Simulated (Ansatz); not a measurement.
Compare A (`C#CC(=C)[SiH3]`) with its isomer B (`C#C/C=C\[SiH3]`).

Gas-phase electronic energies from Ansatz, PBE0-D4/def2-TZVP geometries. CBS: MP2 limit from def2 TZ/QZ plus the TZ coupled-cluster correction, frozen cores. DFT in def2-TZVPP. B3LYP here is the variant with VWN-RPA as its local correlation; programs differ in this.

Question: Which is lower in electronic energy at CCSD(T)/CBS, and by how much? (Best estimate.)

Answer: Ansatz gave: A, by 0.6 kcal/mol.

Question: Give E(B) − E(A) in kcal/mol with B3LYP-D4, PBE-D4, HF/def2-TZVPP, B2PLYP, CCSD(T)/def2-TZVPP, CCSD/def2-TZVPP, r2SCAN-D4. (Best estimate.)

Answer: Computed: B3LYP-D4 0.6, PBE-D4 0.4, HF/def2-TZVPP 1.1, B2PLYP 0.7, CCSD(T)/def2-TZVPP 0.7, CCSD/def2-TZVPP 0.7, r2SCAN-D4 0.3. None reverses the order clearly.

Largest T1 diagnostic: 0.013.
